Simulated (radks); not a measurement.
Ni4+, configuration [Ar] 3d6.

Method: Dirac Kohn-Sham, BLYP, spin-unpolarised, spherical densities, finite nucleus; open shells are shared between the two j in proportion to 2j + 1; Fermi nuclear charge, rms radius 3.7757 fm; computed with a radial shooting solver on a logarithmic mesh with Libxc functionals.

Energy parts (hartree):
total: -1516.44354
kinetic: 1541.19983
electron-nucleus: -3587.54854
Hartree: 591.69256
exchange-correlation: -61.78739

Orbitals (lengths in bohr, moments of r in powers of bohr; r(max) is where P^2 peaks):
| orbital | occ. | eigenvalue (hartree) | r(max) | <r> | small-component weight |
|---|---|---|---|---|---|
| 1s1/2 | 2 | -304.1698 | 0.03539 | 0.05409 | 1.02e-02 |
| 2s1/2 | 2 | -38.46559 | 0.2046 | 0.2447 | 1.91e-03 |
| 2p1/2 | 2 | -33.86330 | 0.1630 | 0.2131 | 1.89e-03 |
| 2p3/2 | 4 | -33.22041 | 0.1656 | 0.2163 | 1.86e-03 |
| 3s1/2 | 2 | -6.34980 | 0.6356 | 0.7283 | 4.35e-04 |
| 3p1/2 | 2 | -4.93546 | 0.6357 | 0.7513 | 3.94e-04 |
| 3p3/2 | 4 | -4.84992 | 0.6431 | 0.7602 | 3.87e-04 |
| 3d3/2 | 2.4 | -2.52116 | 0.6039 | 0.8397 | 2.89e-04 |
| 3d5/2 | 3.6 | -2.51018 | 0.6062 | 0.8431 | 2.87e-04 |

The highest occupied level is 3d5/2 at -68.306 eV. For comparison, the ionisation energy in NIST's Atomic Spectra Database is 76.1 eV (semi-empirical). In exact Kohn-Sham theory the highest level is minus the ionisation energy, but local and semilocal functionals leave it too shallow, through self-interaction and a potential that decays too fast; potentials with the right tail come closer. The electron density at the nucleus is 1.961e+04 e/bohr^3.

Beside tabulated values, note that spin-unpolarised runs miss the spin-polarisation part of the exchange energy of open shells.
